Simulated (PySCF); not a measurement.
# Bond lengths and vibrations by method: AlBH3N

Calculated results; nothing here was measured. They come from PySCF 2.14.0, an open-source quantum chemistry program, on an isolated molecule that a program drew, which may never have been made. The molecule is AlBH3N (charge 0, singlet), drawn as the SMILES string `B=[N][AlH2]`.

The geometry was optimised and harmonic frequencies were computed with HF and MP2, all in the cc-pV(D+d)Z basis, for the commonest isotopes, with a restricted reference for singlets and an unrestricted one otherwise, and a frozen core in MP2. Each result is a local minimum of its method.

Geometry at the HF minimum:
```xyz
6
AlBH3N, angstrom
B    -1.5075   -2.8444   -0.1440
N    -0.4035   -2.4442    0.2763
Al    1.1649   -1.8742    0.8727
H    -2.5456   -3.2208   -0.5391
H     1.3794   -0.3353    1.1398
H     2.3216   -2.9149    1.1268
```

Lengths of the bonds as drawn, in Å (atoms numbered as above):
```
bond,HF,MP2
B1-N2,1.247,1.275
N2-Al3,1.772,1.797
B1-H4,1.173,1.181
Al3-H5,1.577,1.574
Al3-H6,1.577,1.574
```

Rotational constants, in GHz:
| constant | HF | MP2 |
|---|---|---|
| A | 133 | 131.4 |
| B | 5.25 | 5.094 |
| C | 5.051 | 4.904 |

Harmonic frequencies in cm^-1, each column in rising order, so a row needn't be the same motion in every method:
```
rank,HF,MP2
1,158,136
2,158,140
3,606,574
4,672,641
5,687,644
6,828,721
7,837,736
8,857,818
9,1946,?
10,1996,1991
11,2009,1995
12,2979,2898
```

**Estimate the missing MP2 frequency from the HF column.**

A single factor s that minimises the squared misfit of MP2 against s times HF over the other rows is sum(HF x MP2) / sum(HF^2) = 0.9724, with an rms misfit of 42 cm^-1. For rank 9 it gives 0.9724 x 1946 = 1892 cm^-1. The calculation gives 1802 cm^-1, 90 cm^-1 below the estimate. The drawn bonds are on average 0.8 % longer in MP2 than in HF.
